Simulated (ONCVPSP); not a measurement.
Building the ONCV potential for sulfur (PBE, fully relativistic).

sulfur (S), optimised norm-conserving Vanderbilt (ONCV), made with ONCVPSP 4.0.1 (PBE, fully relativistic). Core [He], reference 2s2 2p6 3s2 3p4. Waves: 2s+3s: rc 0.80 bohr, ncon 5, nbas 8, qcut 14.6 1/bohr, 2 projectors; 2p+3p: rc 0.95 bohr, ncon 4, nbas 7, qcut 15 1/bohr, 2 projectors. Local part: polynomial inside 0.65 bohr (lpopt 3, dvloc0 3 Ha). Core correction: Teter function, fcfact 4.75, rcfact 1.1.

Open shells are filled in proportion to 2j + 1.

Calculated quality:

```
Cutoffs needed             : 92 Ha and 104 Ha (the cutoffs (Ha) at which the residual kinetic energy of the hardest occupied pseudo-wave falls to 1 and 0.1 mHa per electron)
Ghost test                 : no bound ghost flagged; no localised positive-energy state flagged
Largest excitation error   : +1328 meV (all-electron minus pseudo) for 2s2 2p5 3s2 3p4, out of 4 test configurations
rms error of d²Exc/dni dnj : 11.56 mHa without and 10.92 mHa with the model core
```

Generation and tests took about 3.9 s on one core of a shared server CPU.
